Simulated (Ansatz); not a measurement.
H8N2OSi2 can be A, `N[Si](N)(O)[SiH3]`, or B, `N[SiH2]N[SiH2]O`.

Isolated molecules relaxed with PBE0-D4/def2-TZVP in Ansatz; ΔE leaves out vibrations. CCSD(T)/CBS adds triple-zeta CCSD(T) − MP2 to the extrapolated MP2 energy (def2 sets, frozen cores). DFT in def2-TZVPP. B3LYP here is the variant with VWN-RPA as its local correlation; programs differ in this. Each species was taken in one conformer, which may not be the lowest.

A:

Z-matrix (Å, degrees):
```
Si
N 1 1.709
O 1 1.651 2 118.7
N 1 1.719 2 103.8 3 117.8
Si 1 2.344 2 107.5 3 -116.0
H 2 1.006 1 121.6 3 75.1
H 2 1.008 1 121.2 3 -77.4
H 3 0.960 1 116.5 2 63.4
H 4 1.008 1 119.4 2 48.1
H 4 1.008 1 119.2 2 -170.2
H 5 1.491 1 110.2 2 -66.8
H 5 1.491 1 111.9 2 52.6
H 5 1.489 1 111.3 2 173.6
```

B:

Z-matrix (Å, degrees):
```
Si
N 1 1.724
N 1 1.713 2 109.9
H 1 1.489 2 104.3 3 -125.1
H 1 1.488 2 114.1 3 116.1
Si 2 1.718 1 129.9 3 135.9
H 2 1.013 1 114.4 3 -46.4
H 3 1.006 1 120.1 2 145.4
H 3 1.007 1 122.3 2 -63.7
O 6 1.648 2 114.0 1 -112.3
H 6 1.480 2 110.8 1 132.0
H 6 1.485 2 106.1 1 10.2
H 10 0.958 6 117.3 2 62.3
```

**Question.** Which is lower in electronic energy at CCSD(T)/CBS, and by how much? (Best estimate.)

**Answer.** Computed: B, by 54.0 kJ/mol.

**Question.** Give E(B) − E(A) in kJ/mol with r2SCAN-D4, B2PLYP, PBE0-D4, MP2/def2-TZVPP, HF/def2-TZVPP, B3LYP, B3LYP-D4. (An estimate is asked.)

**Answer.** Ansatz gave: r2SCAN-D4 -45.1, B2PLYP -56.6, PBE0-D4 -38.4, MP2/def2-TZVPP -61.9, HF/def2-TZVPP -71.5, B3LYP -52.0, B3LYP-D4 -49.0. None reverses the order clearly.

Largest T1 diagnostic: 0.012.

From PBE to PBE0 (25 % exact exchange), in def2-TZVPP and without D4, E(B) − E(A) moves by −6.9 kJ/mol. The D4 term adds +3.0 kJ/mol with B3LYP and +1.7 kJ/mol with PBE0; it sums over pairs of atoms, weighted by their polarisabilities, and B3LYP, whose exchange is more repulsive, gets the larger term.
